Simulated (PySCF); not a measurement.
C5H6Si, SMILES C#C[SiH2]C#CC.

Geometry optimised at B3LYP-D3(BJ)/def2-SVP. This is a generated structure with no PubChem entry under its InChIKey; it may be hypothetical.

The numbers are results of TDA-PBE/def2-SVPD run with PySCF, not measurements.

Vertical excitations. Gas-phase values at a fixed geometry.

Task: Give excitation energies, oscillator strengths and character. (An estimate is asked for; the answer gives what the named calculation found.)

Result: 
```
state  energy (eV)  λ (nm)      f                                                                 main pairs
-----  -----------  ------  -----  -------------------------------------------------------------------------
S1            5.44     228  0.000                                                             HOMO→LUMO 92 %
S2            5.55     223  0.000                                                         HOMO−1→LUMO+1 91 %
S3            5.57     222  0.005                                         HOMO→LUMO+1 52 %, HOMO−1→LUMO 40 %
S4            5.76     215  0.039   HOMO−1→LUMO 38 %, HOMO→LUMO+1 29 %, HOMO−1→LUMO+2 20 %, HOMO→LUMO+3 10 %
S5            5.86     212  0.000                                                           HOMO−2→LUMO 90 %
S6            6.01     206  0.004                                       HOMO−2→LUMO+1 50 %, HOMO−3→LUMO 43 %
S7            6.01     206  0.000                                                           HOMO→LUMO+2 96 %
S8            6.05     205  0.001                                                         HOMO−3→LUMO+1 87 %
S9            6.19     200  0.011                    HOMO−1→LUMO+2 42 %, HOMO→LUMO+3 36 %, HOMO−2→LUMO+1 7 %
S10           6.35     195  0.000                                     HOMO−1→LUMO+3 73 %, HOMO−2→LUMO+2 25 %
T1            4.77     260      0   HOMO−1→LUMO 39 %, HOMO→LUMO+1 32 %, HOMO−1→LUMO+2 12 %, HOMO→LUMO+3 11 %
T2            4.86     255      0   HOMO−3→LUMO 27 %, HOMO−2→LUMO+1 26 %, HOMO→LUMO+1 15 %, HOMO−1→LUMO 15 %
T3            5.08     244      0                                         HOMO→LUMO 57 %, HOMO−1→LUMO+1 27 %
T4            5.12     242      0  HOMO→LUMO+1 31 %, HOMO−1→LUMO 26 %, HOMO−2→LUMO+1 14 %, HOMO−1→LUMO+2 9 %
```
Triplets are in the Tamm–Dancoff approximation.
